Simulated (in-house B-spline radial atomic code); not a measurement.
**RPA and G0W0 on PBE: the scandium ion Sc³⁺**

Configuration [Ne] 3s2 3p6, mean-field start PBE. Computed with an all-electron radial atomic-structure program (B-spline basis): all electrons, scalar-relativistic (spin-free one-electron X2C), finite nucleus, each spin shell either full or empty, empty states to l = 9 with an (l + 1/2)⁻⁴ tail; G0W0 by contour deformation at full frequency.

Command:
```bash
python run_gw.py task.json out
```
Settings (radii: box in bohr, nucleus in fm):
```
Z                        21
electrons                18
configuration            [Ne] 3s2 3p6
hamiltonian              x2c
method                   pbe,pbe
lmax                     9
rms_radius               3.5459
spin_polarised           False
box_radius               14.14
intervals                69
```

Run time, properties included: 1.5 s on 1 thread of Intel(R) Xeon(R) 6975P-C, with other jobs on the host.

Energies (hartree):

```tsv
term	value
mean-field total	-762.32931
Hartree-Fock functional on these orbitals	-761.76230
direct second order	-1.3774
second-order exchange	0.46198
SOSEX correction	0.41797
```

(1) What is the RPA correlation energy, and what remains with SOSEX?

Quasi-particle levels (eV):

```json
{"level": "3p", "occupied": "yes", "mean field": "-64.59", "Σx - vxc": "-8.89", "Σc": "?", "QP weight": "?", "G0W0": "?"}
{"level": "3d", "occupied": "no", "mean field": "-32.31", "Σx - vxc": "10.06", "Σc": "-2.82", "QP weight": "0.957", "G0W0": "-25.071"}
```

G0W0 = mean field + (Σx - vxc) + Σc, with Σc (partial-wave tail included) taken at the quasi-particle energy. Only the outer levels were computed. Levels of low weight are left out.

(2) Where does G0W0 put 3p?

## Answers

(1) RPA gives -1.1894 hartree (-1.8 eV per electron); RPA + SOSEX gives -0.77146, and the second-order doubles -0.9154 hartree (no singles). RPA lacks exchange-type terms and so overcorrelates at short range.

(2) At -73.49 eV, with Σc = -0.02 eV and a quasi-particle weight of 0.935. The tabulated removal energy is 73.489 eV (NIST, measured); the calculation leaves out spin-orbit coupling, Breit and QED terms, and what these don't explain is the method's own error.
